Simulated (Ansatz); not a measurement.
Relaxation of a periodic cell of 13 atoms, Zn12Cu (host Zn, host structure hcp, interstitial Cu), to a largest force component of 0.08 eV/Å in at most 25 steps.

Method: DFT PBE, scalar-relativistic, plane waves, PAW (Ansatz). Settings: accuracy low, cutoff 420 eV, k mesh 2x2x2, fermi-dirac smearing 0.15 eV, no spin polarisation.

```xyz
13
Lattice="5.3200 0.0000 0.0000 -3.9900 6.9109 0.0000 0.0000 0.0000 4.9370" Properties=species:S:1:pos:R:3:forces:R:3
Zn 0.000 0.000 0.000 0.12 5.13 -3.85
Zn 0.000 1.536 2.468 0.07 0.11 0.10
Zn -1.330 2.304 0.000 0.05 0.02 -0.06
Zn -1.330 3.839 2.468 0.00 -0.25 0.25
Zn -2.660 4.607 0.000 3.80 -2.30 -3.37
Zn -2.660 6.143 2.468 3.88 2.32 3.42
Zn 2.660 0.000 0.000 0.00 0.25 -0.25
Zn 2.660 1.536 2.468 -0.06 -0.02 0.07
Zn 1.330 2.304 0.000 -0.07 -0.12 -0.11
Zn 1.330 3.839 2.468 0.18 -5.22 3.91
Zn 0.000 4.607 0.000 -4.78 -3.00 -4.52
Zn 0.000 6.143 2.468 -4.86 3.08 4.58
Cu 1.284 5.375 1.237 1.66 -0.01 -0.16
```

Q: Where does it end, and by what steps?

A: The run converged. The threshold is loose, so the end isn't yet a minimum. The force dipped under the threshold on the way, but the program's further checks kept it going. Limits of this set-up: coarse k mesh, low accuracy level. After 13 steps the energy has fallen by 6.255 eV; Zn11 moved furthest, 1.15 Å. Parted: Zn1–Zn11, Zn4–Zn12, Zn7–Zn9, Zn10–Zn12. Joined: Zn3–Zn10, Zn3–Zn12, Zn4–Zn9.

```json
{"step": "0", "energy less start (eV)": "0.0000", "largest force component (eV/Å)": "5.217", "accepted": "yes"}
{"step": "1", "energy less start (eV)": "-4.2812", "largest force component (eV/Å)": "1.602", "accepted": "yes"}
{"step": "2", "energy less start (eV)": "-5.1233", "largest force component (eV/Å)": "0.605", "accepted": "yes"}
{"step": "3", "energy less start (eV)": "-5.4724", "largest force component (eV/Å)": "0.208", "accepted": "yes"}
{"step": "4", "energy less start (eV)": "-5.5790", "largest force component (eV/Å)": "0.153", "accepted": "yes"}
{"step": "5", "energy less start (eV)": "-5.6474", "largest force component (eV/Å)": "0.170", "accepted": "yes"}
{"step": "6", "energy less start (eV)": "-5.7621", "largest force component (eV/Å)": "0.123", "accepted": "yes"}
{"step": "7", "energy less start (eV)": "-5.8207", "largest force component (eV/Å)": "0.208", "accepted": "yes"}
{"step": "8", "energy less start (eV)": "-5.8996", "largest force component (eV/Å)": "0.107", "accepted": "yes"}
{"step": "9", "energy less start (eV)": "-5.9617", "largest force component (eV/Å)": "0.223", "accepted": "yes"}
{"step": "10", "energy less start (eV)": "-6.1002", "largest force component (eV/Å)": "0.205", "accepted": "yes"}
{"step": "11", "energy less start (eV)": "-6.1924", "largest force component (eV/Å)": "0.181", "accepted": "yes"}
{"step": "12", "energy less start (eV)": "-6.2552", "largest force component (eV/Å)": "0.062", "accepted": "yes"}
{"step": "13", "energy less start (eV)": "-6.2552", "largest force component (eV/Å)": "0.062", "accepted": "yes"}
```

```xyz
13
Lattice="5.3200 0.0000 0.0000 -3.9900 6.9109 0.0000 0.0000 0.0000 4.9370" Properties=species:S:1:pos:R:3
Zn 0.237 0.382 0.516
Zn 0.371 1.749 3.021
Zn -1.887 2.018 -0.596
Zn -1.170 3.427 1.526
Zn -2.787 4.880 0.044
Zn -2.490 6.121 2.645
Zn 2.993 -0.384 0.321
Zn 2.616 1.430 1.872
Zn 1.057 2.787 0.369
Zn 2.018 3.668 2.874
Zn -0.427 4.367 -1.043
Zn 0.153 6.739 3.053
Cu 0.599 5.049 1.446
```

Whether the end is a true minimum wasn't checked by a vibrational analysis.

The run took 110 s on 1 thread of Arm Neoverse V1, with other jobs on the host, peak memory 0.5 GiB.
